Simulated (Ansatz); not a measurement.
Cartesian coordinates in Å:
```
B -0.091 -0.666 -1.072
Si -1.811 0.356 -1.140
S -1.199 1.245 0.743
B 0.260 0.159 0.477
C 1.476 0.068 1.460
H 0.750 0.279 -0.838
H 0.504 -1.471 -1.719
H -1.984 1.388 -2.197
H -3.088 -0.392 -0.998
H -0.134 -1.144 0.122
H 2.244 -0.634 1.128
H 1.135 -0.241 2.453
H 1.938 1.052 1.581
```

Total charge 0; spin multiplicity 1. The bonds changed during the relaxation, so this is another structure than the one it started from.

(1) List the PBE/def2-TZVPP orbital energies in eV (the Gaussian-basis code of Ansatz). (Estimate.)

## Answers

(1) Ansatz gave: Occupied: -2395.32, -1779.78, -268.64, -208.30, -178.56, -177.11, -154.40, -154.35, -154.27, -137.50, -94.29, -94.21, -94.19, -18.78, -17.36, -15.62, -12.71, -11.13, -10.43, -10.09, -9.61, -9.59, -8.45, -8.43, -7.55, -6.67, -6.21. Lowest empty: -1.80, -0.82, -0.39, 0.01, 0.60, 1.10, 1.20, 1.58.
